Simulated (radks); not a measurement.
Results of a calculation; reference values are marked as such.
The nickel ion Ni2+, configuration [Ne] 3s2 3p5.75 3d8 4s0.25 (fractional occupations, a model configuration). Level of theory: non-relativistic Kohn-Sham, TASK exchange with Perdew-Wang LDA correlation, spin-polarised, spherical densities, point nucleus; open shells are filled with parallel spins first; meta-GGA in the generalised Kohn-Sham scheme (a radial shooting solver on a logarithmic mesh with Libxc functionals).

Normalised radial functions P(r) = r R(r), r in bohr:

r	3s up	3s down	3d up
0.007022	0.1956	0.1941	0.0001
0.008045	0.2174	0.2158	0.0001
0.009217	0.2405	0.2387	0.0002
0.01056	0.2646	0.2626	0.0002
0.0121	0.2893	0.2871	0.0004
0.01386	0.3138	0.3114	0.0005
0.01588	0.3373	0.3348	0.0008
0.01819	0.3587	0.3560	0.0012
0.02084	0.3764	0.3736	0.0017
0.02388	0.3887	0.3858	0.0025
0.02736	0.3935	0.3905	0.0037
0.03134	0.3883	0.3853	0.0053
0.03591	0.3703	0.3675	0.0077
0.04114	0.3371	0.3345	0.0111
0.04751	0.2823	0.2801	0.0161
0.05444	0.2103	0.2087	0.0229
0.06237	0.1178	0.1168	0.0321
0.07145	0.0056	0.0054	0.0448
0.08186	-0.1232	-0.1224	0.0620
0.09379	-0.2625	-0.2606	0.0847
0.1075	-0.4026	-0.3996	0.1145
0.1231	-0.5305	-0.5265	0.1528
0.141	-0.6303	-0.6255	0.2009
0.1616	-0.6848	-0.6795	0.2600
0.1851	-0.6772	-0.6717	0.3307
0.2121	-0.5946	-0.5894	0.4127
0.243	-0.4316	-0.4273	0.5044
0.2784	-0.1937	-0.1908	0.6025
0.3189	0.1024	0.1029	0.7033
0.3654	0.4294	0.4273	0.8019
0.422	0.7669	0.7632	0.8957
0.4835	1.0336	1.0291	0.9658
0.5539	1.2141	1.2095	1.0104
0.6346	1.2875	1.2839	1.0240
0.7271	1.2518	1.2502	1.0046
0.833	1.1241	1.1251	0.9540
0.9543	0.9355	0.9388	0.8770
1.093	0.7218	0.7268	0.7797
1.253	0.5153	0.5209	0.6697
1.435	0.3387	0.3435	0.5546
1.644	0.2031	0.2062	0.4416
1.884	0.1099	0.1111	0.3368
2.158	0.0530	0.0530	0.2447
2.473	0.0225	0.0221	0.1683
2.833	0.0083	0.0079	0.1087
3.246	0.0026	0.0024	0.0654
3.748	0.0006	0.0006	0.0349
4.294	0.0001	0.0001	0.0174
4.92	0.0000	0.0000	0.0077
5.637	0.0000	0.0000	0.0030
6.458	0.0000	0.0000	0.0010
7.398	0.0000	0.0000	0.0003
8.476	0.0000	0.0000	0.0001
9.711	0.0000	0.0000	0.0000

3s up: eigenvalue -135.68 eV, 2 radial nodes at r = 0.0719, 0.305 bohr, <r> = 0.752 bohr, 90 % of the charge inside 1.13 bohr. 3s down: eigenvalue -132.27 eV, 2 radial nodes at r = 0.0719, 0.305 bohr, <r> = 0.755 bohr, 90 % of the charge inside 1.13 bohr. 3d up: eigenvalue -31.955 eV, 0 radial nodes, <r> = 0.921 bohr, 90 % of the charge inside 1.57 bohr.

Empty levels of this run are not shown, since the potential may be unsettled where no density lies.
